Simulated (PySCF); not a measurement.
# Ge³⁺ (germanium, charge +3) across methods

[Ar] 3d10 4s1, 2S determinant. All numbers are calculated (PySCF 2.14, a scalar-relativistic core potential, in aug-cc-pVTZ-PP with ECP10MDF (6s5p4d2f, 55 functions)). The B2PLYP total includes its PT2 part (frozen core); its orbital energies are those of the SCF part.

```tsv
method	E (hartree)	mean ε 3d α (eV)	mean ε 3d β (eV)	mean ε 4s α (eV)	Σ⟨r²⟩ (bohr²)	⟨S²⟩
PBE	-292.4019	-63.910	-63.619	-41.046	14.24	0.750
B2PLYP	-292.0422	-71.340	-71.109	-43.261	14.23	0.750
r2SCAN	-292.2833	-64.232	-63.937	-41.510	14.20	0.751
LDA	-291.9062	-63.996	-63.720	-41.490	14.25	0.750
MN15	-292.8210	-69.978	-69.810	-41.954	14.34	0.750
PBEsol	-292.0896	-63.779	-63.487	-41.095	14.24	0.750
UHF	-291.33725	-77.489	-77.271	-44.737	14.26	0.750
PBE0	-292.3749	-67.607	-67.338	-42.122	14.22	0.750
```

Task: Estimate the same row for M06.

Result: E (hartree) = -292.4900; mean ε 3d α (eV) = -67.786; mean ε 3d β (eV) = -67.683; mean ε 4s α (eV) = -42.571; Σ⟨r²⟩ (bohr²) = 14.13; ⟨S²⟩ = 0.750.

Energies and moments cover only the electrons outside the core potential.
